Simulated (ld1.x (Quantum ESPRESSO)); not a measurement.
# An all-electron radial function and its pseudo partner (F)

Columns: radius, all-electron u(r) and pseudo u(r) of the 2p shell (level -49.01 eV) of fluorine in the configuration [He] 2s2 2p3; PBE, non-relativistic, TM scheme, ld1.x (Quantum ESPRESSO) 7.5.

```
r (bohr)  all-electron  pseudo
   0.082        0.1180  0.0420
   0.165        0.3415  0.1628
   0.248        0.5627  0.3424
   0.330        0.7412  0.5480
   0.413        0.8730  0.7516
   0.495        0.9575  0.9190
   0.578        1.0023  1.0345
   0.660        1.0138  1.0890
   0.742        1.0005  1.0901
   0.825        0.9684  1.0503
   0.908        0.9235  0.9856
   0.990        0.8709  0.9109
   1.072        0.8137  0.8353
   1.155        0.7537  0.7629
   1.238        0.6935  0.6963
   1.320        0.6353  0.6358
   1.402        0.5794  0.5794
   1.485        0.5257  0.5257
   1.568        0.4753  0.4753
   1.650        0.4290  0.4290
   1.733        0.3858  0.3858
   1.815        0.3465  0.3465
   1.898        0.3102  0.3102
   1.980        0.2775  0.2775
   2.062        0.2478  0.2478
   2.145        0.2206  0.2206
```

(1) How many radial nodes do the two functions have?

(2) At about which radius was the pseudo-wave matched?

(3) Is the pseudo-wave norm-conserving?

## Answers

(1) The all-electron 2p function has n − l − 1 = 0; the pseudo-wave has 0.

(2) 1.50 bohr. The columns agree to 0.0005 from 1.40 bohr on; several derivatives are matched, so the curves merge somewhat inside the radius.

(3) Yes: the TM scheme keeps the norm inside the radius equal to the all-electron one, which fixes the energy derivative of the logarithmic derivative at the level.
